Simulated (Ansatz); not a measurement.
Start from `F[Si]1([SiH3])BO1` and change one atom or group to get `C[Si]1([SiH3])BO1`.

Ansatz, PBE0-D4/def2-TZVP geometries, multiplicity 1. 

```tsv
property	`F[Si]1([SiH3])BO1`
HOMO energy (B3LYP/def2-TZVPP) / eV	-6.88
LUMO energy (PBE/def2-TZVPP) / eV	-2.35
HOMO–LUMO gap (PBE0/def2-TZVPP) / eV	5.69
LUMO energy (B3LYP/def2-TZVPP) / eV	-1.58
HOMO energy (ωB97M-V/def2-TZVPP) / eV	-9.14
size of the dipole moment (B3LYP/def2-TZVPP) / D	1.64
```

Question: Give the same properties after the change, and the shifts. (Estimate.)

Answer: Computed: 
| property | `C[Si]1([SiH3])BO1` | shift |
| --- | --- | --- |
| HOMO energy (B3LYP/def2-TZVPP) / eV | -6.49 | 0.39 |
| LUMO energy (PBE/def2-TZVPP) / eV | -1.93 | 0.42 |
| HOMO–LUMO gap (PBE0/def2-TZVPP) / eV | 5.71 | 0.02 |
| LUMO energy (B3LYP/def2-TZVPP) / eV | -1.16 | 0.42 |
| HOMO energy (ωB97M-V/def2-TZVPP) / eV | -8.76 | 0.38 |
| size of the dipole moment (B3LYP/def2-TZVPP) / D | 1.61 | -0.03 |

Dipoles are sizes alone; their direction can turn.

Positive LUMOs are unbound, so they and the gaps depend on the basis.

B3LYP here is the variant with VWN-RPA as its local correlation; programs differ in this.
